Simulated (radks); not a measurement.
Values are calculated unless marked as measured or tabulated.
Charge is removed step by step from the 5d3/2 level of neutral hafnium, starting from [Xe] 4f14 5d(3/2: 2, 5/2: 0) 6s2. Level of theory: Dirac Kohn-Sham, BLYP, spin-unpolarised, spherical densities, finite nucleus; Fermi nuclear charge, rms radius 5.347 fm (a radial shooting solver on a logarithmic mesh with Libxc functionals).

removed (e)  E - E(0) (eV)  eigenvalue (eV)  E minus straight line (eV)
0                    0.000           -2.688                       0.000
0.1                  0.304           -3.395                      -0.354
0.2                  0.680           -4.130                      -0.635
0.3                  1.131           -4.890                      -0.842
0.4                  1.659           -5.675                      -0.971
0.5                  2.266           -6.482                      -1.021
0.6                  2.956           -7.312                      -0.988
0.7                  3.730           -8.162                      -0.872
0.8                  4.589           -9.033                      -0.670
0.9                  5.537           -9.922                      -0.380
1                    6.574          -10.830                       0.000

Removing the whole electron costs 6.574 eV by Delta-SCF, against 2.688 eV from minus the eigenvalue at the starting occupation. Slater's transition state (half an electron removed) gives 6.482 eV. Integrating minus the eigenvalue over the occupation (Janak's theorem) gives 6.574 eV. The mean slope of the eigenvalue, de/dn, is 8.14 eV per electron. Ionisation energy of Hf in the NIST Atomic Spectra Database: 6.825 eV (measured).

Beside tabulated values, note that spin-unpolarised runs miss the spin-polarisation part of the exchange energy of open shells.
